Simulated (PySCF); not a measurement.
Cl (SMILES [Cl-]), charge -1, singlet (in this run its highest filled SCF level lies above zero, so its values depend strongly on the basis, on diffuse functions most of all); R2SCAN/cc-pVTZ (PySCF).

Input for PySCF:
```python
from pyscf import gto, scf, dft

mol = gto.M(
    atom='''
Cl    0.000000    0.000000    0.000000
''',
    basis='cc-pvtz',
    charge=-1,
    spin=0,
    verbose=4,
)

mf = dft.RKS(mol)
mf.xc = 'r2scan'
mf.conv_tol = 1e-7
mf.kernel()
```

Output, abridged:

```
PySCF version 2.14.0

[INPUT] verbose = 4
[INPUT] num. atoms = 1
[INPUT] num. electrons = 18
[INPUT] charge = -1
[INPUT] spin (= nelec alpha-beta = 2S) = 0
[INPUT] symmetry False subgroup None
[INPUT] Mole.unit = angstrom
[INPUT] Symbol           X                Y                Z      unit          X                Y                Z       unit  Magmom
[INPUT]  1 Cl     0.000000000000   0.000000000000   0.000000000000 AA    0.000000000000   0.000000000000   0.000000000000 Bohr   0.0

nuclear repulsion = 0
number of shells = 9
number of NR pGTOs = 59
number of NR cGTOs = 34
basis = cc-pvtz
ecp = {}

******** <class 'pyscf.dft.rks.RKS'> ********
method = RKS
initial guess = minao
damping factor = 0
level_shift factor = 0
DIIS = <class 'pyscf.scf.diis.CDIIS'>
diis_start_cycle = 1
diis_space = 8
diis_damp = 0
SCF conv_tol = 1e-07
SCF conv_tol_grad = None
SCF max_cycles = 50
direct_scf = True
direct_scf_tol = 1e-13
XC library pyscf.dft.libxc version 7.1.2
    S. Lehtola, C. Steigemann, M. J. T. Oliveira, and M. A. L. Marques,  SoftwareX 7, 1–5 (2018)
XC functionals = r2scan
    J. W. Furness, A. D. Kaplan, J. Ning, J. P. Perdew, and J. Sun,  J. Phys. Chem. Lett. 11, 8208–8215 (2020)
    J. W. Furness, A. D. Kaplan, J. Ning, J. P. Perdew, and J. Sun,  J. Phys. Chem. Lett. 11, 9248–9248 (2020)
    J. W. Furness, A. D. Kaplan, J. Ning, J. P. Perdew, and J. Sun,  J. Phys. Chem. Lett. 11, 8208–8215 (2020)
    J. W. Furness, A. D. Kaplan, J. Ning, J. P. Perdew, and J. Sun,  J. Phys. Chem. Lett. 11, 9248–9248 (2020)
radial grids:
    Treutler-Ahlrichs [JCP 102, 346 (1995); DOI:10.1063/1.469408] (M4) radial grids

becke partition: Becke, JCP 88, 2547 (1988); DOI:10.1063/1.454033
pruning grids: <function nwchem_prune>
grids dens level: 3
symmetrized grids: False
atomic radii adjust function: <function treutler_atomic_radii_adjust>
small_rho_cutoff = 0
Set gradient conv threshold to 0.000316228
Initial guess from minao.
tot grids = 18880
init E= -460.08182110903
  HOMO = -0.339243184703356  LUMO = 0.349920481898909  gap/eV = 18.75310
cycle= 1 E= -460.18644369025  delta_E= -0.105  |g|= 0.415  |ddm|= 0.378
  HOMO = 0.13350504815856  LUMO = 0.705327424473479  gap/eV = 15.56008
cycle= 2 E= -460.186221086037  delta_E= 0.000223  |g|= 0.506  |ddm|= 1.05
  HOMO = 0.038958702291821  LUMO = 0.635948360281766  gap/eV = 16.24492
cycle= 3 E= -460.246545196254  delta_E= -0.0603  |g|= 0.0307  |ddm|= 0.446
  HOMO = 0.0287852405320241  LUMO = 0.626311712917042  gap/eV = 16.25952
cycle= 4 E= -460.24675186956  delta_E= -0.000207  |g|= 0.00413  |ddm|= 0.0215
  HOMO = 0.027030953982435  LUMO = 0.624599940752688  gap/eV = 16.26068
cycle= 5 E= -460.246755454056  delta_E= -3.58e-06  |g|= 6.48e-05  |ddm|= 0.00303
  HOMO = 0.027052658761313  LUMO = 0.624638101886837  gap/eV = 16.26113
cycle= 6 E= -460.246755455423  delta_E= -1.37e-09  |g|= 1.95e-06  |ddm|= 0.000146
  HOMO = 0.0270522181101031  LUMO = 0.624637155954554  gap/eV = 16.26111
Extra cycle  E= -460.246755455424  delta_E= -9.66e-13  |g|= 9.17e-07  |ddm|= 4.82e-06
converged SCF energy = -460.246755455424
```
